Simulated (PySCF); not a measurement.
Bonds: Cu1-P2 2.260 Å, Cu1-Si6 2.298 Å. P2 carries H3, H4, H5; Si6 carries H7, H8, H9.

Geometry: PBE0-D3(BJ)/def2-SVP; GIAO absolute shieldings from PySCF, gas phase, non-relativistic, averaged over equivalent atoms.

At PBE/pcSseg-1 (pcSseg-2 on Cu) (151 basis functions, 31 s wall time on 1 thread of an Arm Neoverse N1, shared host):
```csv
atoms,σ (ppm)
Cu1,1079.9
P2,548.1
H3/H4/H5,27.89
H7/H8/H9,28.27
Si6,473.9
```

Estimate the result of repeating the calculation with B3LYP/pcSseg-1 (pcSseg-2 on Cu).

Results:


| atoms | σ at B3LYP/pcSseg-1 (pcSseg-2 on Cu) | change |
| --- | --- | --- |
| Cu1 | 1263.6 | +183.7 |
| P2 | 535.7 | -12.4 |
| H3/H4/H5 | 28.26 | +0.37 |
| H7/H8/H9 | 28.63 | +0.36 |
| Si6 | 473.6 | -0.3 |

The largest change is at Cu1 (Cu bonded to P, Si). Cost: 151 basis functions, 17 s wall time on 1 thread of an Arm Neoverse N1, shared host.
